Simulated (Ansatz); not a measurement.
```yaml
crystal:
  periodic: [false, false, false]
  atoms:
    - {symbol: S, position_ang: [-1.384926, 0.593091, 0.562013]}
    - {symbol: C, position_ang: [0.379277, 0.868400, 0.111825]}
    - {symbol: Ga, position_ang: [-1.550265, 0.454559, -0.633861]}
    - {symbol: H, position_ang: [-1.850265, 0.404559, -0.683861]}
    - {symbol: H, position_ang: [0.841960, 1.304964, 0.995067]}
    - {symbol: H, position_ang: [0.458149, 1.549743, -0.730403]}
    - {symbol: H, position_ang: [0.085142, -1.725840, -1.416669]}
    - {symbol: H, position_ang: [0.946990, -1.901646, 1.215059]}
basis:
  gaussian: {orbitals: ANO-RCC-VTZP, final_grid: {core_spheres: 5, valence_spheres: 4, degree: 11}}
hamiltonian: {xc: {name: wPBEh}}
output: {forces: true}
```

```sh
$ ansatz run in.yaml --threads 2 --pin off --events-out ev --progress --plain --max-ram 4352MiB
```

Shortened log:

```
Functional definition: wPBEh
1410 factors; their error is unknown
95 factors; integrals over basis functions are off by at most 2.8e-6 eV
mean field evaluation 1: about -64554.6677 eV, gradient 1.1e2 eV
mean field evaluation 2: about -64516.6005 eV, gradient 1.7e2 eV
mean field evaluation 4: about -64562.5616 eV, gradient 3.5e1 eV
mean field evaluation 8: about -64565.8776 eV, gradient 1.8e1 eV
mean field evaluation 16: about -64568.7394 eV, gradient 4.9e0 eV
mean field -64568.86956818 eV, -2372.8621902789 hartree, gradient 9.6e-6 eV, S^2 0.000000; 1 other end points of the search recorded, 0 dependent functions left out
reference -64568.86965705 eV, -2372.8621935447 hartree; 29, 29 occupied and 148, 148 virtual orbitals, 1410 factors
Total energy: -64568.86965705 eV, -2372.8621935447 hartree
Relativity: scalar
Atom 0 at    -1.384926     0.593091     0.562013 Å, force    19.489727    17.765637   151.872722 eV/Å
Atom 1 at     0.379277     0.868400     0.111825 Å, force     1.480143    -0.264611     0.251319 eV/Å
Atom 2 at    -1.550265     0.454559    -0.633861 Å, force  1976.240639   312.221079   172.783648 eV/Å
Atom 3 at    -1.850265     0.404559    -0.683861 Å, force -1996.151499  -330.657130  -324.909834 eV/Å
Atom 4 at     0.841960     1.304964     0.995067 Å, force    -0.850200     0.277746     0.379425 eV/Å
Atom 5 at     0.458149     1.549743    -0.730403 Å, force     0.244558     0.454058    -0.111665 eV/Å
Atom 6 at     0.085142    -1.725840    -1.416669 Å, force    -0.140071    -0.000837     0.867946 eV/Å
Atom 7 at     0.946990    -1.901646     1.215059 Å, force    -0.313297     0.204058    -1.133562 eV/Å
Dipole moment:    -0.338427     0.552969     0.169895 e Å
```

Something in this input is off. What?

One atom was put on top of another. The run converged. The result belongs to that input, not to the molecule as meant.
